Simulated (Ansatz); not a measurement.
C3H3N, SMILES `[C-]#[N+][C]C` (near-degenerate triplet) (charge 0, multiplicity 3). This triplet lies within 0.05 eV of the relaxed singlet at the level B3LYP/cc-pVTZ // B3LYP-D3(BJ)/def2-TZVP (Ansatz, a quantum-chemistry and plane-wave program).

Cartesian coordinates (Å):
```xyz
7

C      2.7709    -0.1442    -0.2699
N      1.5871    -0.1943    -0.0571
C      0.3586    -0.3037     0.2706
C     -0.9251     0.0898    -0.3219
H     -0.9681     1.1748    -0.4710
H     -1.7506    -0.1967     0.3288
H     -1.0715    -0.3966    -1.2932
```
Charge 0, spin multiplicity 3.

Frozen-core energies in 6-31g from Ansatz at a geometry from B3LYP-D3(BJ)/def2-TZVP; the HF reference has <S^2> = 2.17 and the T1 diagnostic is 0.025.

```
level     energy (Ha)  difference from CCSDT(Q) (mHa)
--------  -----------  ------------------------------
HF         -169.60945                          362.70
MP2        -169.91820                           53.96
CCSD       -169.95795                           14.21
CCSD(T)    -169.96957                            2.59
CCSDT      -169.97109                            1.06
CCSDT(Q)   -169.97216                            0.00
```
